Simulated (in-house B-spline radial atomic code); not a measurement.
Ionising Pb with different functionals

Computed with an all-electron radial atomic-structure program (B-spline basis): scalar-relativistic (spin-free X2C) Hamiltonian, Fermi nucleus of rms radius 5.5012 fm, spin-polarised at highest spin, spherical fractional occupations for the functionals, the average over the highest-spin determinants for Hartree-Fock. The ionisation energy is the difference of two self-consistent energies, [Xe] 4f14 5d10 6s2 6p2 → [Xe] 4f14 5d10 6s2 6p1, without Breit or QED terms; ε is the level of the shell that loses the electron (its least bound occupied spin orbital). There is no spin-orbit coupling in this Hamiltonian.

Hybrids are left out here: with spherical fractional occupations of an open shell their exact exchange keeps a self-interaction that integer-occupation calculations don't have.

```
           method          rung  ΔSCF (eV)  -ε(6p) (eV)
     Hartree-Fock  Hartree-Fock          ?            ?
         LDA VWN5           LDA       7.20         4.08
         LDA PW92           LDA       7.19         4.08
LDA exchange-only           LDA       6.41         3.41
              PBE           GGA       7.02         3.96
           PBEsol           GGA       7.06         3.99
             BLYP           GGA       6.85         3.74
             RPBE           GGA       6.96         3.92
             PW91           GGA       7.08         4.01
             BP86           GGA       7.16         4.07
             AM05           GGA       7.01         3.94
             OLYP           GGA          ?            ?
             TPSS      meta-GGA       6.98         3.95
             SCAN      meta-GGA       7.17         4.20
           r2SCAN      meta-GGA       7.22         4.20
          revTPSS      meta-GGA       6.98         3.96
```

(1) What does OLYP give?

(2) What does Hartree-Fock give?

(3) How do they compare with the NIST value?

## Answers

(1) ΔSCF 6.76 eV, and -ε(6p) = 3.70 eV.

(2) ΔSCF 6.58 eV, and -ε(6p) = 6.89 eV.

(3) NIST lists 7.417 eV (measured, ground level to ground level). Errors run from -1.01 to -0.20 eV; r2SCAN is closest (-0.20 eV), but part of that can be cancellation, since the calculations leave out spin-orbit coupling, Breit-QED terms, multiplet and fine-structure energies. Hartree-Fock also lacks correlation.
